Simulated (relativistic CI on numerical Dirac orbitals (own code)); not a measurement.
Electric-dipole transitions in Lu66+

Computed by Dirac-Coulomb-Breit CI, orbitals from a KLI potential per configuration, model QED (radiative potential, 1s self-energy scaled to tabulated hydrogen-like ionisation energies), unscaled Slater integrals (own radial code, finite nucleus).

CI space (outside the closed core 1s2): 2s2 2p, 2s 2p2, 2p3, 2p2 3s, 2p2 3p, 2p2 3d, 2s2 3s, 2s2 3p, 2s2 3d, 2s 2p 3s, 2s 2p 3p, 2s 2p 3d, 2s2 4s, 2s2 4p, 2s2 4d, 2s2 4f. Levels of other configurations are missing.

```tsv
λ vac (Å)	Lower	Upper	A (s⁻¹)	E lower (10³ cm⁻¹)	E upper (10³ cm⁻¹)
1.2217	2s2 2p 2P°_1/2 [1]	2s2 3d 2D_3/2 [26]	1.26e+15	0	81850
1.2246	2s 2p2 2D_3/2 [7]	2s 2p 3d 2F°_5/2 [73]	1.18e+15	12108	93771
1.2261	2s 2p2 2D_5/2 [5]	2s 2p 3d 4F°_7/2 [66]	1.30e+15	11532	93089
1.2277	2s 2p2 4P_1/2 [2]	2s 2p 3d 2P°_3/2 [35]	1.56e+15	2042	83493
1.2295	2p3 2D°_5/2 [13]	2p2 3d 2F_7/2 [117]	1.32e+15	23816	105148
1.2331	2p3 2P°_3/2 [8]	2p2 3d 2D_5/2 [93]	1.62e+15	14233	95332
1.3728	2s2 2p 2P°_3/2 [3]	2s2 3d 2D_5/2 [28]	1.31e+15	9778	82622
1.3740	2s 2p2 4P_5/2 [9]	2s 2p 3d 4D°_7/2 [76]	1.87e+15	21134	93913
1.3743	2s 2p2 4P_3/2 [4]	2s 2p 3d 4P°_5/2 [37]	1.20e+15	11209	83972
1.3752	2s 2p2 4P_5/2 [9]	2s 2p 3d 2D°_5/2 [75]	1.07e+15	21134	93853
1.3760	2s 2p2 2D_5/2 [5]	2s 2p 3d 2F°_7/2 [38]	1.33e+15	11532	84204
1.3777	2s 2p2 2P_3/2 [11]	2s 2p 3d 2D°_5/2 [80]	1.14e+15	21984	94567
1.3796	2p3 4S°_3/2 [12]	2p2 3d 2D_5/2 [100]	1.28e+15	23630	96117
1.3820	2p3 2D°_5/2 [13]	2p2 3d 2F_7/2 [101]	2.12e+15	23816	96176
1.3820	2p3 2P°_3/2 [15]	2p2 3d 2D_3/2 [126]	2.00e+15	33750	106109
1.3824	2p3 2P°_3/2 [15]	2p2 3d 2D_5/2 [125]	1.62e+15	33750	106090
1.3852	2s 2p2 2D_3/2 [7]	2s 2p 3d 2F°_5/2 [39]	1.05e+15	12108	84299
1.3853	2p3 2P°_3/2 [8]	2p2 3d 2D_5/2 [43]	1.30e+15	14233	86420
3.9738	2s2 3d 2D_3/2 [26]	2s2 4f 2F°_5/2 [131]	2.71e+14	81850	107015
4.0733	2s2 3d 2D_5/2 [28]	2s2 4f 2F°_7/2 [132]	2.72e+14	82622	107172
```

Terms are leading LS components. Brackets give the number of a level in order of energy, since labels repeat. The list gives strong lines, with weight on those to low levels, without lines whose two gauges differ by over a factor of 2.5. Levels whose partners in the same complex of configurations lie outside the list can be far off, and so can their lines. Rates are taken at the computed energies, electric ones in the length gauge.

At this charge energies of transitions that change n are usually good to better than 1 %, and those within a shell (Δn = 0) to a few per cent.

LS names give the leading component of a level, which can be under half, so a name can repeat, a term be missing and a line seem to break the LS rules.
